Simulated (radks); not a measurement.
Species: Au VI. Configuration: [Xe] 4f14 5d6. Calculated with a radial shooting solver on a logarithmic mesh with Libxc functionals: Dirac Kohn-Sham, exchange-only PBE, spin-unpolarised, spherical densities, finite nucleus; open shells fill j = l - 1/2 first; Fermi nuclear charge, rms radius 5.4371 fm.

Unscreened Slater integrals over Kohn-Sham orbitals (hartree). Large and small components are both included.

\begin{tabular}{lr}
integral & value \\ \hline
F0(5d5/2,5d5/2) & 0.66097 \\
F2(5d5/2,5d5/2) & 0.35020 \\
F4(5d5/2,5d5/2) & 0.23504 \\
F0(5d5/2,5d3/2) & 0.66948 \\
F2(5d5/2,5d3/2) & 0.35436 \\
G2(5d5/2,5d3/2) & 0.35389 \\
G4(5d5/2,5d3/2) & 0.23755 \\
F0(5d5/2,5p3/2) & 0.73172 \\
F2(5d5/2,5p3/2) & 0.37470 \\
G1(5d5/2,5p3/2) & 0.45948 \\
G3(5d5/2,5p3/2) & 0.28677 \\
F0(5d5/2,5p1/2) & 0.75195 \\
G3(5d5/2,5p1/2) & 0.26500 \\
F0(5d3/2,5d3/2) & 0.67842 \\
F2(5d3/2,5d3/2) & 0.35921 \\
F0(5d3/2,5p3/2) & 0.74409 \\
F2(5d3/2,5p3/2) & 0.38484 \\
G1(5d3/2,5p3/2) & 0.47819 \\
G3(5d3/2,5p3/2) & 0.29845 \\
F0(5d3/2,5p1/2) & 0.76575 \\
G1(5d3/2,5p1/2) & 0.44775 \\
F0(5p3/2,5p3/2) & 0.83772 \\
F2(5p3/2,5p3/2) & 0.45330 \\
F0(5p3/2,5p1/2) & 0.87155 \\
G2(5p3/2,5p1/2) & 0.45907 \\
F0(5p1/2,5p1/2) & 0.91171 \\
\end{tabular}
